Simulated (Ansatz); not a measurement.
Stretching the Al1–O2 bond in AlO (multiplicity 2 held). Energies count from the point at 1.627 Å.


Signs of static correlation in cc-pV(D+d)Z, from Ansatz (a quantum-chemistry and plane-wave program) runs.

```json
[
 {"R (Å)": "1.302", "T1 of restricted CCSD": "0.015", "⟨S²⟩ of UHF": "0.757", "largest double amplitude of restricted CCSD": "0.105"},
 {"R (Å)": "1.465", "T1 of restricted CCSD": "0.017", "⟨S²⟩ of UHF": "0.761", "largest double amplitude of restricted CCSD": "0.104"},
 {"R (Å)": "1.627", "T1 of restricted CCSD": "0.019", "⟨S²⟩ of UHF": "0.923", "largest double amplitude of restricted CCSD": "0.105"},
 {"R (Å)": "1.790", "T1 of restricted CCSD": "0.022", "⟨S²⟩ of UHF": "0.794", "largest double amplitude of restricted CCSD": "0.105"},
 {"R (Å)": "1.953", "T1 of restricted CCSD": "0.026", "⟨S²⟩ of UHF": "0.758", "largest double amplitude of restricted CCSD": "0.101"},
 {"R (Å)": "2.197", "T1 of restricted CCSD": "0.033", "⟨S²⟩ of UHF": "0.767", "largest double amplitude of restricted CCSD": "0.085"},
 {"R (Å)": "2.441", "T1 of restricted CCSD": "0.043", "⟨S²⟩ of UHF": "0.831", "largest double amplitude of restricted CCSD": "0.087"},
 {"R (Å)": "2.848", "T1 of restricted CCSD": "0.065", "⟨S²⟩ of UHF": "(withheld)", "largest double amplitude of restricted CCSD": "(withheld)"},
 {"R (Å)": "3.255", "T1 of restricted CCSD": "0.118", "⟨S²⟩ of UHF": "1.764", "largest double amplitude of restricted CCSD": "0.223"},
 {"R (Å)": "3.743", "T1 of restricted CCSD": "0.266", "⟨S²⟩ of UHF": "1.769", "largest double amplitude of restricted CCSD": "0.209"},
 {"R (Å)": "4.394", "T1 of restricted CCSD": "0.421", "⟨S²⟩ of UHF": "1.770", "largest double amplitude of restricted CCSD": "0.168"},
 {"R (Å)": "5.208", "T1 of restricted CCSD": "0.513", "⟨S²⟩ of UHF": "1.770", "largest double amplitude of restricted CCSD": "0.208"},
 {"R (Å)": "6.510", "T1 of restricted CCSD": "0.547", "⟨S²⟩ of UHF": "1.770", "largest double amplitude of restricted CCSD": "0.224"}
]
```

Task: Some entries are withheld; supply them.

Result: 
- 2.848, ⟨S²⟩ of UHF: 1.512
- 2.848, largest double amplitude of restricted CCSD: 0.143

Doubts at one or more of the structures used: T1 above 0.05 (RO-CCSD(T)/cc-pV(D+d)Z, U-CCSD(T)/cc-pV(D+d)Z); a restricted determinant that unrestricted orbitals would lower (RO-CCSD(T)/cc-pV(D+d)Z); other coupled-cluster roots lie near (RO-CCSD(T)/cc-pV(D+d)Z); a spin-contaminated determinant (U-CCSD(T)/cc-pV(D+d)Z); the program's own flag: large difference (U-CCSD(T)/cc-pV(D+d)Z).
